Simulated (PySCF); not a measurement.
C2H6Se2, SMILES C([Se][SeH])C. The structure is a stationary point at PBE-D3(BJ)/def2-SVP. The values are those of a single conformer.

### Question
Give the equilibrium geometry at PBE-D3(BJ)/def2-SVP (PySCF confirms it by a frequency run) as bond lengths and angles. (The exact figures need the calculation; the answer reports its results.)

### Answer
One answer among several that fit: 
Atoms: Se1 C2 C3 H4 H5 H6 H7 H8 Se9 H10. Bonded distances (Å): Se1–C2 1.987, Se1–Se9 2.348, C2–C3 1.519, C2–H4 1.112, C2–H5 1.108, C3–H6 1.109, C3–H7 1.108, C3–H8 1.111, Se9–H10 1.494. Angles (°): C2–Se1–Se9 100.8, Se1–C2–C3 114.5, Se1–C2–H4 102.2, Se1–C2–H5 107.2, C3–C2–H4 112.2, C3–C2–H5 112.4, H4–C2–H5 107.5, C2–C3–H6 110.6, C2–C3–H7 111.5, C2–C3–H8 110.5, H6–C3–H7 108.1, H6–C3–H8 107.7, H7–C3–H8 108.3, Se1–Se9–H10 97.2.
Charge 0, spin multiplicity 1.
